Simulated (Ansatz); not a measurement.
The cluster ZrAu12. The state is a singlet with charge 0. Geometry PBE-D4/def2-SVP, basis def2-TZVP, Ansatz.

```tsv
atom	x (Å)	y (Å)	z (Å)
Zr1	0.123	-0.102	0.156
Au2	-0.456	-1.812	2.279
Au3	-0.962	3.272	1.433
Au4	-0.342	-2.952	-0.136
Au5	1.514	1.973	1.633
Au6	2.053	-1.767	-1.231
Au7	-2.388	1.191	0.211
Au8	0.522	0.370	-2.599
Au9	-0.153	-2.336	-2.865
Au10	2.838	-0.187	0.779
Au11	-2.083	-0.919	-1.408
Au12	0.216	2.481	-0.983
Au13	-0.879	0.788	2.730
```

```tsv
run	HOMO (eV)	LUMO (eV)
A	-5.50	-3.98
B	-6.75	-2.39
C	-5.55	-3.85
D	-5.99	-3.21
```

In the def2 sets Au, Zr take a core potential; there is no spin–orbit coupling. Single mean-field runs in def2-TZVP are fitted with def2-universal-jkfit. The structure comes from a short search, and lower isomers may exist.

Problem. The runs used CAM-B3LYP, PBE, PBE0, r2SCAN. Estimate which is which.

Solution. A PBE (0 % exact exchange); B CAM-B3LYP (range-separated); C r2SCAN (0 % exact exchange); D PBE0 (25 % exact exchange). Exact exchange lowers occupied and raises empty levels; among semilocal functionals meta-GGAs tend to open the gap a little, and such runs are hard to tell apart. The gap grows from 1.52 eV (PBE) to 4.36 eV (CAM-B3LYP).
